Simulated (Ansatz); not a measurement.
```yaml
crystal:
  periodic: [false, false, false]
  atoms:
    - {symbol: O, position_ang: [-1.791061, -0.631553, 1.169454]}
    - {symbol: Si, position_ang: [-1.013831, 0.016851, -0.127509]}
    - {symbol: O, position_ang: [-0.631039, 1.614908, 0.078129]}
    - {symbol: Si, position_ang: [1.161546, -0.815679, -0.470843]}
    - {symbol: O, position_ang: [2.183445, 0.255001, 0.230103]}
    - {symbol: F, position_ang: [1.426792, -0.915481, -2.048130]}
    - {symbol: H, position_ang: [-1.308652, -0.711534, 1.993893]}
    - {symbol: H, position_ang: [-1.990213, -0.150938, -1.231757]}
    - {symbol: H, position_ang: [-1.340990, 2.259729, 0.097549]}
    - {symbol: H, position_ang: [1.492372, -2.144773, 0.093428]}
    - {symbol: H, position_ang: [1.876929, 1.166368, 0.236284]}
basis:
  gaussian: {orbitals: 6-31G, final_grid: {core_spheres: 20, valence_spheres: 16, degree: 47}}
total_charge: 1
magnetization: {spin_polarized: false, initial_magnetization: 1}
hamiltonian: {xc: {name: B3LYP5}}
accuracy: high
output: {forces: true}
```

```sh
$ ansatz run in.yaml --threads 4 --pin off --events-out ev --progress --plain --max-ram 10444MiB
```

It prints (some lines left out):

```
Functional definition: B3LYP5
1690 factors; integrals over basis functions are off by at most 4.2e-9 eV
mean field evaluation 1: about -24652.0886 eV, gradient 1.2e2 eV
mean field evaluation 2: about -24652.1991 eV, gradient 1.2e2 eV
mean field evaluation 4: about -24674.4022 eV, gradient 3.0e1 eV
mean field evaluation 8: about -24676.7265 eV, gradient 2.1e0 eV
mean field evaluation 16: about -24676.7514 eV, gradient 1.1e-2 eV
mean field -24676.75143020 eV, -906.8538885571 hartree, gradient 1.3e-8 eV, S^2 0.750000; 6 other end points of the search recorded, 0 dependent functions left out
reference -24676.75147445 eV, -906.8538901831 hartree; 33, 32 occupied and 39, 40 virtual orbitals, 1690 factors
Total energy: -24676.75147445 eV, -906.8538901831 hartree
Atom 0 at    -1.791061    -0.631553     1.169454 Å, force     0.230371    -1.108289     0.719338 eV/Å
Atom 1 at    -1.013831     0.016851    -0.127509 Å, force    -2.158878     0.742351    -1.733762 eV/Å
Atom 2 at    -0.631039     1.614908     0.078129 Å, force     0.947381     0.331824     0.082242 eV/Å
Atom 3 at     1.161546    -0.815679    -0.470843 Å, force     1.417524    -2.915198     1.180089 eV/Å
Atom 4 at     2.183445     0.255001     0.230103 Å, force    -0.244773     1.030209     0.827995 eV/Å
Atom 5 at     1.426792    -0.915481    -2.048130 Å, force    -0.113836     0.016920    -2.910802 eV/Å
Atom 6 at    -1.308652    -0.711534     1.993893 Å, force    -0.412914    -0.258770     1.640508 eV/Å
Atom 7 at    -1.990213    -0.150938    -1.231757 Å, force     0.171455    -0.388744    -0.500247 eV/Å
Atom 8 at    -1.340990     2.259729     0.097549 Å, force    -0.192631     1.249254     0.090072 eV/Å
Atom 9 at     1.492372    -2.144773     0.093428 Å, force    -0.431362    -0.316685     0.221111 eV/Å
Atom 10 at     1.876929     1.166368     0.236284 Å, force     0.787663     1.617129     0.383456 eV/Å
Dipole moment:    -0.560500     0.141641     0.486340 e Å
```

Run time 6.5 s (4 threads of an Arm Neoverse V2 on a shared host); peak host memory 0.4 GiB.
